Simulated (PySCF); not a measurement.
Dipole moment and polarisability of `[SiH3]O[SiH2]OC[SiH2]P`

CH₁₁O₂PSi₃.
SMILES with atom numbers: `[SiH3:1][O:2][SiH2:3][O:4][CH2:5][SiH2:6][PH2:7]` (hydrogens: H8, H9, H10 on Si1; H11, H12 on Si3; H13, H14 on C5; H15, H16 on Si6; H17, H18 on P7)

Structure used (GFN2-xTB), in Å, numbered top down from 1:
```
atom  x, y, z in Å
Si1    2.7343    1.4193   -0.1346
O2     1.8525    0.0689   -0.2571
Si3    1.5379   -1.5187   -0.3628
O4     0.0264   -1.8425    0.0768
C5    -1.2081   -1.4296   -0.4432
Si6   -1.4592    0.4668   -0.3891
P7    -3.5490    0.7706   -1.1538
H8     2.5667    1.9063    1.2333
H9     2.1722    2.3345   -1.1270
H10    4.1312    1.0972   -0.4245
H11    1.8218   -1.8701   -1.7519
H12    2.2540   -2.2479    0.6663
H13   -1.3085   -1.7895   -1.4750
H14   -1.9787   -1.9398    0.1465
H15   -0.5841    1.1595   -1.3374
H16   -1.2286    0.9605    0.9747
H17   -3.6035    2.1000   -0.7852
H18   -4.1861    0.3609    0.0027
```

Level: B3LYP/def2-SVPD (PySCF), static field, nuclei fixed, core orbitals frozen in the response. The polarisability tensor in these axes (au):

```
x   147.07  -5.83   8.27
y    -5.83 118.57  -0.67
z     8.27  -0.67 105.57
```

**Question.** What are the eigenvalues, a third of the trace, and Δα (Δα² = ½Σ(αi − αj)² over the three pairs)?

**Answer.** Principal values 103.97, 117.48 and 149.75 au; mean 123.74 au = 18.34 Å³ = 20.40 × 10⁻⁴⁰ C²·m²/J; Δα = 40.74 au (33 % of the mean).

**Question.** What is the dipole moment, and where does it point?

**Answer.** (0.26, 0.44, 0.00) D, 0.51 D in size, pointing from the negative to the positive side. Measured along this direction, the outermost atoms are H14 at the negative end and H9 and H10 at the positive end.

**Question.** Find the Langevin capture rate constant for H3+ (3.023 u) meeting this molecule (169.980 u), k = 2.342 × 10⁻⁹ cm³/s × √(α in Å³ / reduced mass in u).

**Answer.** The reduced mass is 2.97 u, so k = 5.82 × 10⁻⁹ cm³/s. The formula leaves out the permanent dipole, which adds to the capture rate.

**Question.** In a dilute gas of rigid molecules at 250 K, how does the orientational term μ²/3kT compare with the electronic polarisability?

**Answer.** In Gaussian units μ²/3kT = 2.54 Å³ against 18.34 Å³, a ratio of 0.14; the Debye molar polarisation (4π/3)N_A(α + μ²/3kT) is 52.7 cm³/mol, leaving out the vibrational part.

**Question.** Refractivity n − 1 of an ideal gas of it at 400 K and 1 atm, from the electronic α?

**Answer.** N = p/kT = 1.8347 × 10¹⁹ cm⁻³, so n − 1 = 2π × N × 18.34 × 10⁻²⁴ cm³ = 2114 × 10⁻⁶ at long wavelengths, for an ideal gas.

Isolated species at its GFN2-xTB geometry (one conformer only). GFN2-xTB frequencies show an imaginary mode (21i cm⁻¹), so this geometry is no minimum at that level.
